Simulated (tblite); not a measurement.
C7H12BF.
Z-matrix (Å and degrees, GFN2-xTB geometry), rows numbered from 1:
```
F 
C   1  1.3505
C   2  1.3180  1  121.04
C   3  1.4991  2  126.49  1   179.93
C   4  1.5321  3  114.04  2    -2.96
B   5  1.5729  4  114.99  3  -166.92
C   6  1.5705  5  119.11  4    23.16
C   7  1.5323  6  114.85  5   -21.84
C   8  1.5259  7  111.53  6    40.83
H   2  1.0787  1  111.10  3  -179.56
H   3  1.0824  2  117.96  1    -0.05
H   4  1.0985  3  106.88  2   116.59
H   5  1.0969  4  108.32  3   -50.09
H   5  1.0920  4  109.53  3    64.57
H   6  1.1721  5  120.08  4  -163.04
H   7  1.0923  6  113.16  5  -148.55
H   7  1.0974  6  105.34  5    97.44
H   8  1.0929  7  109.15  6   -79.50
H   8  1.0929  7  110.26  6   162.75
H   9  1.0922  4  109.20  3    69.59
H   9  1.0923  4  109.56  3   -48.41
```

Computed values, GFN2-xTB/tblite, gas phase, harmonic and unscaled. This tight-binding method is rough: wavenumbers can miss measured ones by several per cent, in bad cases by 10 to 20. Modes of hydrogen on boron can be 10 to 20 % off. One conformer, not necessarily the lowest.

Harmonic wavenumbers (cm⁻¹): 65.3, 95.7, 147.2, 165.1, 206.7, 281.4, 320.4, 373.3, 430.8, 440.0, 488.9, 600.1, 644.0, 691.1, 731.6, 805.4, 836.4, 848.2, 907.0, 931.4, 981.1, 994.9, 1003.2, 1036.2, 1048.2, 1108.9, 1118.8, 1143.4, 1171.2, 1184.0, 1208.1, 1224.9, 1237.0, 1261.8, 1267.3, 1295.0, 1309.9, 1326.7, 1349.0, 1353.4, 1456.3, 1461.2, 1486.3, 1502.2, 1727.4, 2627.7, 2890.3, 2914.0, 2921.7, 2956.1, 2965.5, 2973.9, 2978.1, 2980.7, 2983.1, 3064.1, 3097.5.

A = 4015, B = 792.4, C = 692.5 MHz; mass 126.102 u (most abundant isotopes); point group C1, symmetry number 1.

Question: What is the zero-point energy?

Answer: Half the sum of the wavenumbers: 38310 cm⁻¹ = 458.28 kJ/mol.

Question: What is S at 298.15 K and 1 bar for an ideal gas of classical rigid rotors and harmonic oscillators?

Answer: Translation 169.18, rotation 122.88, vibration 103.19: S = 395.3 J/(mol K).

Question: And Cp and H(298.15 K) − H(0)?

Answer: Cp = 157.98 J/(mol K), of which vibrations give 124.72 (their classical limit is 57 R = 473.9); H(298.15 K) − H(0) = 27.18 kJ/mol without the zero-point energy, 17.26 from vibrations.

Question: Which modes carry the vibrational entropy at 298.15 K?

Answer: 65.3 cm⁻¹: 17.95; 95.7 cm⁻¹: 14.81; 147.2 cm⁻¹: 11.33; 165.1 cm⁻¹: 10.42; 206.7 cm⁻¹: 8.67; 281.4 cm⁻¹: 6.38 J/(mol K); the other 51 give 33.62 together.

Question: What must be added to the electronic energy to get the Gibbs energy at 298.15 K and 1 bar?

Answer: ZPE + [H(298.15 K) − H(0)] − T·S = 458.28 + 27.18 − 117.84 = 367.62 kJ/mol.

Hindered rotation and anharmonicity are outside this model. Other conformers, if any are populated, would add a mixing term that is left out. The structure is chiral; the term R ln 2 for an equal mix with its mirror image is left out.
